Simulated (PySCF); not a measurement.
From one molecule to another.

First species: C5H8Se.
InChI=1S/C5H8Se/c1-3-4-5(2)6/h1,5-6H,4H2,2H3/t5-/m0/s1

Second species: C₄H₄Cl₂F₂.
Atom-mapped SMILES: `[F:1][C:2]([F:3])([Cl:4])[CH2:5]/[CH:6]=[CH:7]\[Cl:8]` (hydrogens: H9, H10 on C5; H11 on C6; H12 on C7)

Levels: CAM-B3LYP/def2-SVPD for dipole moment, HOMO energy, LUMO energy, HOMO–LUMO gap, static isotropic polarisability and electronic spatial extent ⟨r²⟩ about the centre of nuclear charge; TDDFT CAM-B3LYP/def2-SVPD for lowest singlet excitation; PBE0-D3(BJ)/def2-SVP for rotational constant A and rotational constant C. Geometries: PBE0-D3(BJ)/def2-SVP. Each species is one conformer at its optimised geometry, gas phase, non-relativistic unless stated; the electronic structure was computed with PySCF and density fitting.

The conformers computed, where there is a choice (atom-mapped SMILES and torsion angles):
- `[CH:1]#[C:2][CH2:3][C@H:4]([CH3:5])[SeH:6]`: C2–C3–C4–C5 61°, H–Se6–C4–C3 58°
- `[F:1][C:2]([F:3])([Cl:4])[CH2:5]/[CH:6]=[CH:7]\[Cl:8]`: F1–C2–C5–C6 -59°, C2–C5–C6–C7 -123°

```json
{"property": "dipole moment", "column X": "2.02 D", "column Y": "1.53 D"}
{"property": "HOMO energy", "column X": "-9.08 eV", "column Y": "-7.81 eV"}
{"property": "LUMO energy", "column X": "0.47 eV", "column Y": "0.79 eV"}
{"property": "HOMO–LUMO gap", "column X": "9.55 eV", "column Y": "8.60 eV"}
{"property": "lowest singlet excitation", "column X": "6.73 eV", "column Y": "4.89 eV"}
{"property": "static isotropic polarisability", "column X": "77.7 au", "column Y": "86.1 au"}
{"property": "electronic spatial extent ⟨r²⟩ about the centre of nuclear charge", "column X": "1563 bohr²", "column Y": "998 bohr²"}
{"property": "rotational constant A", "column X": "2.468 GHz", "column Y": "3.354 GHz"}
{"property": "rotational constant C", "column X": "0.700 GHz", "column Y": "1.203 GHz"}
```

Problem. Which column belongs to which species?

Solution. Column X is the second species and column Y the first. The first has 14 atoms and 72 electrons, the second 12 and 80.

Problem. How does each property change from the first species to the second?

Solution. dipole moment +0.49 D; HOMO energy -1.27 eV; LUMO energy -0.32 eV; HOMO–LUMO gap +0.95 eV; lowest singlet excitation +1.84 eV; static isotropic polarisability -8.4 au; electronic spatial extent ⟨r²⟩ about the centre of nuclear charge +565 bohr²; rotational constant A -0.886 GHz; rotational constant C -0.503 GHz.

On the first: S1 lies 3.71 eV below the HOMO–LUMO gap; its leading configuration is HOMO→LUMO, weight 0.69. Relativistic effects, spin–orbit coupling among them, are left out although an element past zinc is present.

On the second: The 6 singlets span 6.73 to 7.73 eV, and their oscillator strengths add up to 0.37. The dipole equals about 6.7 × 10⁻³⁰ C·m (1 D = 3.33564 × 10⁻³⁰ C·m).
